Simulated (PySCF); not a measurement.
Match the calculated data to a structure.

All candidates are C4H15NOSi3.

* Dipole: 0.46 D [PBE0/pcSseg-1]
* Rotational structure: rotational constants A, B, C: 1.380, 0.687, 0.563 GHz [GFN2-xTB]
* NMR, other nuclei: isotropic shieldings of nuclei other than C and H, by class: 249 (1 N), 287 (1 O), 357 (1 Si), 407 (2 Si) ppm [GIAO PBE0/pcSseg-1]
* 13C NMR: chemical shifts (computed TMS as zero) by class: 22.6 (1 C), 22.6 (1 C), 22.2 (1 C), 21.4 (1 C) ppm [GIAO PBE0/pcSseg-1]
* 1H NMR: chemical shifts (computed TMS as zero) by class: 5.23 (1 H), 4.78 (6 H), 2.44 (1 H), 2.37 (1 H), 2.06 (1 H), 1.96 (1 H), 1.88 (1 H), 1.71 (1 H), 1.70 (1 H), 1.38 (1 H) ppm [GIAO PBE0/pcSseg-1]

Gas-phase values; electronic properties from PySCF, density fitting. Levels stand in brackets. One conformer (not necessarily the lowest) at the GFN2-xTB geometry, without solvent, vibrations or thermal averaging. NMR values are class means; diastereotopic atoms form classes of their own.

Question: Which candidate is it?
A. `CC(C)C(=O)[SiH2]N([SiH3])[SiH3]`
B. `C=CC[Si@@](N)(C[SiH3])O[SiH3]`
C. `O[Si@H](C1CCC1)N([SiH3])[SiH3]`

Answer: C. It is `O[Si@H](C1CCC1)N([SiH3])[SiH3]`. Numbering: `[OH:1][Si@H:2]([CH:3]1[CH2:4][CH2:5][CH2:6]1)[N:7]([SiH3:8])[SiH3:9]`. Its formula, C4H15NOSi3, gives 1 degree of unsaturation: 1 ring and 0 π bonds in the structure found. 4 carbons fall into 4 classes; from least to most shielded: ring sp3 carbon bound to silicon [C3] (22.6 ppm), four-membered-ring carbon [C6] (22.6 ppm), four-membered-ring carbon [C4] (22.2 ppm), four-membered-ring carbon [C5] (21.4 ppm). Hydrogen classes from least to most shielded: 1 H on an oxygen-bound silicon, Si2 (5.23 ppm), 6 H on 2 SiH3 silicons, Si8/Si9 (4.78 ppm), 1 H on a four-membered-ring carbon, C4 (2.44 ppm), 1 H on a four-membered-ring carbon, C6 (2.37 ppm), 1 H on a four-membered-ring carbon, C5 (2.06 ppm), 1 H on a four-membered-ring carbon, C5 (1.96 ppm), 1 H on a four-membered-ring carbon, C4 (1.88 ppm), 1 H on a four-membered-ring carbon, C6 (1.71 ppm), 1 H on an sp3 carbon bound to silicon, C3 (1.70 ppm), 1 H on a silanol oxygen, O1 (1.38 ppm). The other shieldings belong to: 249 ppm, nitrogen bridging silicon atoms [N7]; 287 ppm, silanol oxygen [O1]; 357 ppm, oxygen-bound silicon [Si2]; 407 ppm, SiH3 silicon [Si8/Si9]. The optimised geometry has point group C1 and is an asymmetric top.

The others, at the same levels:
- `CC(C)C(=O)[SiH2]N([SiH3])[SiH3]` fails: it has 3 carbon classes against 4; its computed 13C shifts are 255.3 (1 C), 51.6 (1 C), 18.4 (2 C) ppm, 1H shifts are 5.17 (2 H), 4.87 (6 H), 2.60 (1 H), 1.16 (6 H) ppm and rotational constant A is 1.943 GHz (against 1.380 GHz).
- `C=CC[Si@@](N)(C[SiH3])O[SiH3]` fails: its computed 13C shifts are 142.9 (1 C), 120.9 (1 C), 31.0 (1 C), -2.8 (1 C) ppm, 1H shifts are 6.19 (1 H), 5.33 (1 H), 5.33 (1 H), 5.13 (3 H), 4.02 (3 H), 1.89 (1 H), 1.44 (1 H), 0.42 (2 H), 0.13 (1 H), -0.37 (1 H) ppm and rotational constant A is 1.031 GHz (against 1.380 GHz).

Each candidate is one conformer, not necessarily the lowest. The conformers computed, where there is a choice (atom-mapped SMILES and torsion angles):
- `[OH:1][Si@H:2]([CH:3]1[CH2:4][CH2:5][CH2:6]1)[N:7]([SiH3:8])[SiH3:9]`: O1–Si2–C3–C4 88°, O1–Si2–N7–Si8 -154°, H–O1–Si2–C3 171°
- `[CH3:1][CH:2]([CH3:3])[C:4](=[O:5])[SiH2:6][N:7]([SiH3:8])[SiH3:9]`: C1–C2–C4–O5 -2°, C2–C4–Si6–N7 -169°, C4–Si6–N7–Si8 168°

The conformers of `C=CC[Si@@](N)(C[SiH3])O[SiH3]` aren't listed.
